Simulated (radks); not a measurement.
H, configuration 1s(up 1, down 0) (the NIST ground configuration). Calculated with a radial shooting solver on a logarithmic mesh with Libxc functionals: non-relativistic Kohn-Sham, PBE, spin-polarised, spherical densities, point nucleus.

Radial electron density D(r) = 4 pi r^2 rho(r):

```
   r/bohr * D(r) (the largest magnitude, 0.528, reaches the edge; | marks zero)
  0.07375 | *
  0.08585 |  *
  0.09995 |   *
   0.1164 |    *
   0.1355 |     *
   0.1577 |       *
   0.1836 |         *
   0.2137 |            *
   0.2488 |               *
   0.2896 |                   *
   0.3372 |                       *
   0.3957 |                             *
   0.4606 |                                  *
   0.5363 |                                        *
   0.6243 |                                             *
   0.7268 |                                                  *
   0.8461 |                                                     *
    0.985 |                                                      *
    1.147 |                                                     *
    1.335 |                                                 *
    1.554 |                                           *
    1.809 |                                   *
    2.106 |                          *
    2.472 |                 *
    2.877 |           *
     3.35 |      *
      3.9 |  *
     4.54 |*
    5.285 |*
    6.153 *
```

D(r) has 1 maximum, at r = 0.985 bohr.
